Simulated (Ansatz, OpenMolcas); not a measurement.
# C4H4Si (SMILES C#C[SiH2]C#C): methods side by side

C4H4Si: 9 atoms, total charge 0, spin state singlet. As SMILES, `C#C[SiH2]C#C`. Geometry: relaxed at PBE0-D4/def2-TZVP.

Each level gives the vertical energy of the triplet above the singlet (eV). The values are calculated.

```csv
level,kind,program,value (eV),CPU time (all runs)
SVWN5/cc-pVDZ,LDA,Ansatz,5.42,13 s
BLYP/cc-pVDZ,GGA,OpenMolcas,5.29,2.4 min
r2SCAN/cc-pVDZ,meta-GGA,Ansatz,5.05,86 s
B3LYP/cc-pVDZ,global hybrid,Ansatz,5.29,21 s
M06-2X/cc-pVDZ,hybrid meta-GGA,OpenMolcas,6.79,6.4 min
CAM-B3LYP/cc-pVDZ,range-separated hybrid,Ansatz,5.29,19 s
B2PLYP/cc-pVDZ,double hybrid,Ansatz,5.55,30 s
MP2/cc-pVDZ,perturbation theory,Ansatz,5.97,16 s
```

The values span 5.05 to 6.79 eV. The second state's dipole differs much between rows, so they may not all be the same state. CPU times are rough (shared hosts, several kinds of processor and program).
